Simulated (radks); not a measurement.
The mercury ion Hg76+, 4 electrons, occupied as [He] 2s2. Calculated with a radial shooting solver on a logarithmic mesh with Libxc functionals: scalar-relativistic Kohn-Sham, PBE, spin-polarised, spherical densities, finite nucleus; Fermi nuclear charge, rms radius 5.4648 fm.

Local quantities along the radius. ELF = 1/(1 + alpha^2) is the electron localisation function; alpha = (tau - tau_W)/tau_unif compares the Pauli kinetic energy density with that of the uniform gas (summed over spins). tau is taken from the large components.

```
   r/bohr * ELF (the largest magnitude, 1, reaches the edge; | marks zero)
0.0006267 |                                                      *
0.0007532 |                                                      *
0.0009127 |                                                      *
 0.001097 |                                                      *
 0.001329 |                                                      *
 0.001598 |                                                      *
 0.001936 |                                                      *
 0.002327 |                                                      *
 0.002797 |                                                      *
 0.003389 |                                                      *
 0.004074 |                                                      *
 0.004936 |                                                      *
 0.005934 |                                                      *
  0.00719 |                                                      *
 0.008642 |                                                      *
  0.01039 |                                                      *
  0.01259 |                                                      *
  0.01513 |                                                     *
  0.01833 |                                                 *
  0.02204 |                              *
   0.0267 |        *
  0.03209 |   *
  0.03858 |      *
  0.04674 |                              *
  0.05618 |                                                   *
  0.06808 |                                                      *
  0.08183 |                                                      *
  0.09915 |                                                      *
   0.1192 |                                                      *
   0.1433 |                                                      *
   0.1736 |                                                      *
   0.2086 |                                                      *
```

On this mesh the ELF has minima near r = 0.032 bohr, which separate the shells.

Self-consistent cycle (total energy in hartree, residual of the potential): 1: -8724.558980, 8e+01; 2: -8724.416175, 6e+01; 3: -8723.480418, 9e-02; 4: -8723.483552, 6e-03; 5: -8723.483413, 1e-04; 6: -8723.483414, 1e-05; 7: -8723.483414, 6e-06; 8: -8723.483414, 2e-06; 9: -8723.483414, 1e-06; 10: -8723.483414, 5e-07; 11: -8723.483414, 2e-07; 12: -8723.483414, 8e-09.
